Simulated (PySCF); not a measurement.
Te(OMe)(NH2) (CH₅NOTe), SMILES N[Te]OC. The structure is a stationary point at PBE-D3(BJ)/def2-SVP. This is a generated structure with no PubChem entry under its InChIKey; it may be hypothetical. The def2 effective core potentials stand for the cores of Te; spin–orbit coupling is left out. The values are those of a single conformer.

Level of theory: PBE-D3(BJ)/def2-SVP (PySCF 2.14.0).

Harmonic wavenumbers (cm⁻¹): 82, 120, 210, 263, 425, 464, 510, 665, 873, 1047, 1125, 1133, 1393, 1403, 1426, 1483, 2894, 2962, 3011, 3430, 3545. Rotational constants (GHz): 7.126, 2.720, 2.149; symmetry number 1.

**Question.** Work out the zero-point energy and the ideal-gas rigid-rotor harmonic-oscillator thermochemistry at 298.15 K and 1 atm.

**Answer.** ZPE = ½ Σ hcν = ½ × 28465 cm⁻¹ = 40.69 kcal/mol. H − E(el) = 45.27 kcal/mol. Entropy in cal/(mol K): translation 41.38, rotation 26.45, vibration 13.64, total 81.47. G − E(el) = 20.98 kcal/mol. Cp = 22.05 cal/(mol K). Modes under 150 cm⁻¹ make the vibrational entropy uncertain.
